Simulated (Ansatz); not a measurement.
Cost and result up the ladder for PAsSbSb tetrahedron (Sb₂AsP) (4 atoms). Charge 0, multiplicity 1. Geometry: PBE0-D4/def2-SVP.

```xyz
4

P     0.2025   -1.4075    0.2977
As    0.5546    0.1610   -1.4112
Sb    0.8840    0.9170    1.0865
Sb   -1.6412    0.3295    0.0270
```

Ansatz on 4 threads of Intel Xeon on a shared host. Times are rough, and most runs start from the orbitals of an earlier one. CAM-B3LYP-D4/def2-TZVP serves as the yardstick here, not as an exact answer. Differences are given only for rows in sets of like size (and for xTB, whose basis is part of the method), since another set adds its own error. Binding counts from free atoms at the same level (P quartet, As quartet, Sb quartet; other spins of the atoms weren't run), without zero-point energy or a counterpoise term.

In the def2 sets Sb takes a core potential; there is no spin–orbit coupling. B3LYP takes the VWN-RPA correlation. Correlated methods freeze 22 core orbitals; core or outer-core shells of As, Sb are correlated, in sets that lack core-valence functions.

Correlated methods converge slowly with the basis.

```
                         level  functions  wall time  binding energy per atom (eV)  difference from CAM-B3LYP-D4/def2-TZVP (eV)
               PBE-D4/def2-SVP        102      3.9 s                          2.66                                            –
PBE-D4/def2-TZVP (with forces)        185        9 s                          2.75                                         0.38
              PBE0-D4/def2-SVP        102      9.1 s                          2.43                                            –
           revPBE-D4/def2-TZVP        185      9.5 s                          2.60                                         0.23
           r2SCAN-D4/def2-TZVP        185       12 s                          2.51                                         0.13
             PBE0-D4/def2-TZVP        185       13 s                          2.54                                         0.17
            B3LYP-D4/def2-TZVP        185       13 s                          2.54                                         0.16
                  HF/def2-TZVP        185       13 s                          0.66                                        -1.71
             RPA@PBE/def2-TZVP        185       14 s                          2.30                                        -0.07
        CAM-B3LYP-D4/def2-TZVP        185       18 s                          2.37                                         0.00
          r2SCAN0-D4/def2-TZVP        185       18 s                          2.35                                        -0.02
              B2PLYP/def2-TZVP        185       29 s                          2.45                                         0.08
            PBE-QIDH/def2-TZVP        185       30 s                          2.43                                         0.06
             CCSD(T)/def2-TZVP        185       91 s                          2.26                                        -0.11
```
